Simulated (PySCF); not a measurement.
First hyperpolarisability: p-toluidine (SMILES Cc1ccc(N)cc1)

Geometry:
| atom | x (Å) | y (Å) | z (Å) |
| --- | --- | --- | --- |
| C1 | -2.617 | -0.382 | 0.053 |
| C2 | -1.126 | -0.202 | 0.030 |
| C3 | -0.386 | -0.385 | -1.144 |
| C4 | 0.990 | -0.189 | -1.182 |
| C5 | 1.693 | 0.201 | -0.031 |
| N6 | 3.068 | 0.347 | -0.048 |
| C7 | 0.958 | 0.383 | 1.152 |
| C8 | -0.418 | 0.184 | 1.173 |
| H9 | -2.972 | -0.682 | 1.050 |
| H10 | -3.142 | 0.553 | -0.212 |
| H11 | -2.942 | -1.150 | -0.665 |
| H12 | -0.900 | -0.691 | -2.060 |
| H13 | 1.536 | -0.348 | -2.116 |
| H14 | 3.484 | 0.523 | -0.953 |
| H15 | 3.462 | 0.923 | 0.684 |
| H16 | 1.478 | 0.678 | 2.068 |
| H17 | -0.959 | 0.333 | 2.113 |

The calculation used quadratic response CAM-B3LYP/aug-cc-pVDZ first hyperpolarisability, Taylor convention, gas phase in PySCF. Geometry: PBE0-D3(BJ)/def2-SVP.

Q: Give β for the processes computed.

A: In au, Taylor convention; the vector part is βᵢ = ⅓ Σⱼ (βᵢⱼⱼ + βⱼᵢⱼ + βⱼⱼᵢ); β∥ is 3/5 of the vector part along the dipole, the dipole points from − to +:
```csv
process,λ (nm),β vector norm,β∥,β HRS,depolarisation ratio
"static β(0;0,0)",∞,252.6,101.0,111.1,4.18
"second harmonic β(−2ω;ω,ω)",1907,270.0,107.6,118.4,4.22
"Pockels β(−ω;ω,0)",1907,258.2,103.1,–,–
"second harmonic β(−2ω;ω,ω)",1064,316.6,125.1,137.9,4.31
"Pockels β(−ω;ω,0)",1064,271.3,108.1,–,–
```

Q: Which lowest excitations, dipole and polarisabilities go with it?

A: S1 4.68 eV (f = 0.038); S2 4.72 eV (f = 0.005); S3 5.33 eV (f = 0.057); dipole 1.35 D; isotropic α 94.8 au static, 95.2 au at 1907 nm, 96.1 au at 1064 nm, 96.4 au at 953.5 nm, 100.5 au at 532 nm.
